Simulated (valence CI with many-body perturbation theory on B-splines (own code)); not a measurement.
## Mo11+: calculated level list

Computed by relativistic CI+MBPT: three valence electrons over a frozen Dirac-Fock core [Ar] 3d10, radial functions for each j: 11 s, 11 p, 10 d, 8 f, 5 g, 2 h, with the one-electron correlation potential Σ1, the two-electron term Σ2, the three-electron term Σ3, Breit, model QED; selected CI, second order for the rest, scaled by the run's own slope (own B-spline code, finite nucleus).

No measured spectrum was set against this ion. As an estimate, levels hold to about 250 cm⁻¹ or 0.2 % of their energy and the worst to 1 %, as in measured heavy ions of charge 2 to 7; those with d or f electrons hold less well.

Levels 1 to 45 of 200, with energies above the lowest level, 4s²4p ²P°_1/2. "Leading %" is the weight of the configuration and term that name the level; weights of strongly mixed levels are sums over their largest components and can fall short. In the jj column 3d3/2^4 stands for four electrons in 3d with j = 3/2. Lifetimes count E1, E2, E3, M1 and M2 decay at the calculated energies, and are blank where another channel may lead or the interval is too uncertain; long ones can be off by a factor of two.

| No. | Configuration | Term | J | E (cm⁻¹) | Leading % | Lifetime | Leading jj | g |
| --- | --- | --- | --- | --- | --- | --- | --- | --- |
| 1 | 4s²4p | ²P° | 1/2 | 0 | 98 |  | 4s^2 4p1/2 (98 %) | 0.665 |
| 2 | 4s²4p | ²P° | 3/2 | 28466 | 98 | 4.79 ms | 4s^2 4p3/2 (98 %) | 1.333 |
| 3 | 4s4p² | ⁴P | 1/2 | 197590 | 95 | 4.57 ns | 4s 4p1/2^2 (64 %) | 2.632 |
| 4 | 4s4p² | ⁴P | 3/2 | 211370 | 99 | 27.7 ns | 4s 4p1/2 4p3/2 (94 %) | 1.726 |
| 5 | 4s4p² | ⁴P | 5/2 | 224040 | 90 | 4.96 ns | 4s 4p1/2 4p3/2 (63 %) | 1.562 |
| 6 | 4s4p² | ²D | 3/2 | 262360 | 89 | 184 ps | 4s 4p1/2 4p3/2 (74 %) | 0.823 |
| 7 | 4s4p² | ²D | 5/2 | 269110 | 84 | 321 ps | 4s 4p3/2^2 (61 %) | 1.238 |
| 8 | 4s4p² | ²P | 1/2 | 297250 | 50 | 35.4 ps | 4s 4p1/2 4p3/2 (47 %) | 1.344 |
| 9 | 4s4p² | ²S | 1/2 | 325720 | 50 | 34.3 ps | 4s 4p3/2^2 (73 %) | 1.361 |
| 10 | 4s4p² | ²P | 3/2 | 332280 | 94 | 22.6 ps | 4s 4p3/2^2 (70 %) | 1.317 |
| 11 | 4s²4d | ²D | 3/2 | 424180 | 92 | 13.1 ps | 4s^2 4d3/2 (92 %) | 0.800 |
| 12 | 4s²4d | ²D | 5/2 | 428480 | 92 | 14.9 ps | 4s^2 4d5/2 (92 %) | 1.200 |
| 13 | 4p³ | ⁴S° | 3/2 | 493560 | 43 | 43.4 ps | 4p1/2^2 4p3/2 (82 %) | 1.436 |
| 14 | 4p³ | ⁴S° | 3/2 | 507650 | 47 | 42.5 ps | 4p1/2 4p3/2^2 (90 %) | 1.372 |
| 15 | 4p³ | ²D° | 5/2 | 510140 | 83 | 111 ps | 4p1/2 4p3/2^2 (83 %) | 1.199 |
| 16 | 4p³ | ²P° | 1/2 | 546510 | 89 | 46.9 ps | 4p1/2 4p3/2^2 (89 %) | 0.665 |
| 17 | 4p³ | ²P° | 3/2 | 559800 | 68 | 46.9 ps | 4p3/2^3 (78 %) | 1.323 |
| 18 | 4s4p4d | ⁴F° | 3/2 | 582620 | 96 | 577 ps | 4s 4p1/2 4d3/2 (87 %) | 0.418 |
| 19 | 4s4p4d | ⁴F° | 5/2 | 588530 | 95 | 418 ps | 4s 4p1/2 4d3/2 (47 %) | 1.038 |
| 20 | 4s4p4d | ⁴F° | 7/2 | 597780 | 94 | 342 ps | 4s 4p1/2 4d5/2 (53 %) | 1.244 |
| 21 | 4s4p4d | ⁴F° | 9/2 | 612040 | 100 |  | 4s 4p3/2 4d5/2 (100 %) | 1.333 |
| 22 | 4s4p4d | ⁴P° | 5/2 | 617010 | 62 | 18.7 ps | 4s 4p1/2 4d5/2 (88 %) | 1.487 |
| 23 | 4s4p4d | ⁴D° | 3/2 | 620940 | 52 | 14.3 ps | 4s 4p1/2 4d3/2 (46 %) | 1.399 |
| 24 | 4s4p4d | ⁴D° | 1/2 | 623310 | 83 | 11.7 ps | 4s 4p1/2 4d3/2 (70 %) | 0.381 |
| 25 | 4s4p4d | ⁴P° | 1/2 | 638360 | 86 | 17.3 ps | 4s 4p3/2 4d3/2 (96 %) | 2.295 |
| 26 | 4s4p4d | ⁴D° | 5/2 | 638600 | 57 | 13.9 ps | 4s 4p3/2 4d3/2 (66 %) | 1.285 |
| 27 | 4s4p4d | ⁴D° | 3/2 | 638770 | 38 | 14.8 ps | 4s 4p3/2 4d3/2 (82 %) | 1.197 |
| 28 | 4s4p4d | ⁴D° | 7/2 | 639920 | 94 | 12.3 ps | 4s 4p3/2 4d5/2 (63 %) | 1.416 |
| 29 | 4s4p4d | ²D° | 3/2 | 641510 | 54 | 18.8 ps | 4s 4p3/2 4d5/2 (46 %) | 1.130 |
| 30 | 4s4p4d | ²D° | 5/2 | 643520 | 33 | 19.5 ps | 4s 4p3/2 4d5/2 (64 %) | 1.306 |
| 31 | 4s4p4d | ²F° | 5/2 | 657120 | 76 | 31.1 ps | 4s 4p1/2 4d5/2 (38 %) | 0.943 |
| 32 | 4s4p4d | ²F° | 7/2 | 677530 | 98 | 37.5 ps | 4s 4p3/2 4d5/2 (68 %) | 1.143 |
| 33 | 4s4p4d | ²P° | 3/2 | 693350 | 73 | 11.7 ps | 4s 4p1/2 4d3/2 (35 %) | 1.243 |
| 34 | 4s4p4d | ²F° | 7/2 | 696740 | 81 | 12.0 ps | 4s 4p3/2 4d5/2 (42 %) | 1.149 |
| 35 | 4s4p4d | ²F° | 5/2 | 699080 | 80 | 12.2 ps | 4s 4p3/2 4d3/2 (60 %) | 0.864 |
| 36 | 4s4p4d | ²P° | 1/2 | 708320 | 92 | 13.6 ps | 4s 4p3/2 4d5/2 (81 %) | 0.662 |
| 37 | 4s4p4d | ²P° | 1/2 | 721480 | 92 | 11.1 ps | 4s 4p3/2 4d3/2 (74 %) | 0.659 |
| 38 | 4s4p4d | ²D° | 3/2 | 726150 | 48 | 9.65 ps | 4s 4p3/2 4d5/2 (54 %) | 1.056 |
| 39 | 4s4p4d | ²P° | 3/2 | 727390 | 62 | 9.89 ps | 4s 4p3/2 4d5/2 (40 %) | 1.156 |
| 40 | 4s4p4d | ²D° | 5/2 | 729920 | 88 | 8.08 ps | 4s 4p3/2 4d5/2 (66 %) | 1.191 |
| 41 | 4s²5s | ²S | 1/2 | 761480 | 97 | 7.36 ps | 4s^2 5s (97 %) | 2.002 |
| 42 | 4s²4f | ²F° | 7/2 | 809260 | 82 | 9.86 ps | 4s^2 4f7/2 (82 %) | 1.143 |
| 43 | 4s²4f | ²F° | 5/2 | 809900 | 81 | 9.39 ps | 4s^2 4f5/2 (81 %) | 0.857 |
| 44 | 4p²4d | ⁴F | 3/2 | 845940 | 78 | 65.7 ps | 4p1/2^2 4d3/2 (69 %) | 0.528 |
| 45 | 4p²4d | ⁴F | 5/2 | 852840 | 40 | 84.7 ps | 4p1/2^2 4d5/2 (51 %) | 1.044 |

Names give the largest LS component (configuration and term), which can be under half, so a name can repeat, a term be missing and a line seem to break the LS rules; names also repeat where a configuration has a term twice.

Where two levels of one J and parity lie close, their mixing, g and order are uncertain.

The ionisation energy to 4s² ¹S0 of the next ion comes out as 230.93 eV (NIST: 230.28 ± 0.06 eV (semi-empirical)). All 200 levels together are meant to be complete up to 1276000 cm⁻¹.
